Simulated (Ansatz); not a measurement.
Start from `[SiH3]NC=S` and change one element to get `O=CN[SiH3]`.

Ansatz, PBE0-D4/def2-TZVP geometries, multiplicity 1. Each molecule was computed in one conformer, which needn't be the lowest.

```csv
property,`[SiH3]NC=S`
size of the dipole moment (ωB97M-V/def2-TZVPP) / D,3.82
HOMO–LUMO gap (PBE/def2-TZVPP) / eV,3.01
HOMO energy (B3LYP/def2-TZVPP) / eV,-6.08
"ideal-gas entropy at 298 K and 1 bar (rigid rotor, harmonic PBE0-D4/def2-TZVP) / J/(mol·K)",327
size of the dipole moment (B3LYP/def2-TZVPP) / D,3.82
HOMO energy (PBE0/def2-TZVPP) / eV,-6.33
```

Give the same properties after the change, and the shifts. (Best estimate.)

The calculation gave: 
| property | `O=CN[SiH3]` | shift |
| --- | --- | --- |
| size of the dipole moment (ωB97M-V/def2-TZVPP) / D | 3.44 | -0.38 |
| HOMO–LUMO gap (PBE/def2-TZVPP) / eV | 5.16 | 2.15 |
| HOMO energy (B3LYP/def2-TZVPP) / eV | -7.63 | -1.55 |
| ideal-gas entropy at 298 K and 1 bar (rigid rotor, harmonic PBE0-D4/def2-TZVP) / J/(mol·K) | 305 | -22 |
| size of the dipole moment (B3LYP/def2-TZVPP) / D | 3.43 | -0.39 |
| HOMO energy (PBE0/def2-TZVPP) / eV | -7.87 | -1.54 |

With PBE0 the HOMO falls by 1.54 eV and the LUMO rises by 1.22 eV, so the gap widens by about 2.76 eV. PBE moves the HOMO by -1.11 eV and ωB97M-V by -1.78 eV. Dipoles are sizes alone; their direction can turn. Modes under 60 cm⁻¹, often nearly free rotors, make the harmonic entropy too high.

B3LYP here is the variant with VWN-RPA as its local correlation; programs differ in this.
